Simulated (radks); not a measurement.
All-electron atom: V15+ in [He] 2s2 2p4.

Method: Dirac Kohn-Sham, LDA (Slater exchange, Perdew-Wang correlation), spin-unpolarised, spherical densities, finite nucleus; open shells fill j = l - 1/2 first; Fermi nuclear charge, rms radius 3.6002 fm; computed with a radial shooting solver on a logarithmic mesh with Libxc functionals.

Energy parts (hartree):
| part | energy |
|---|---|
| total | -806.34077 |
| kinetic | 816.36143 |
| electron-nucleus | -1740.19762 |
| Hartree | 145.06000 |
| exchange-correlation | -27.56459 |

Orbitals (lengths in bohr, moments of r in powers of bohr; <r^-3> diverges for s and p1/2):
\begin{tabular}{lrrrrr}
orbital & occ. & eigenvalue (hartree) & <r^2> & <r^-3> & <r> \\ \hline
1s1/2 & 2 & -218.7406 & 0.005926 & - & 0.06641 \\
2s1/2 & 2 & -40.80067 & 0.1016 & - & 0.2941 \\
2p1/2 & 2 & -37.94384 & 0.07944 & - & 0.2553 \\
2p3/2 & 2 & -37.64592 & 0.08082 & 344.3 & 0.2577 \\
\end{tabular}

The highest occupied level is 2p3/2 at -1024.4 eV. Summed over all electrons, <r^2> = 0.5356 bohr^2, which gives a Langevin (diamagnetic) susceptibility term of -0.424 x 10^-6 cm^3/mol. The density falls to 0.001 e/bohr^3 at r = 0.95 bohr. The electron density at the nucleus is 9822 e/bohr^3. For comparison, the ionisation energy in NIST's Atomic Spectra Database is 1063 eV (semi-empirical). In exact Kohn-Sham theory the highest level is minus the ionisation energy, but local and semilocal functionals leave it too shallow, through self-interaction and a potential that decays too fast; potentials with the right tail come closer.

Beside tabulated values, note that spin-unpolarised runs miss the spin-polarisation part of the exchange energy of open shells.
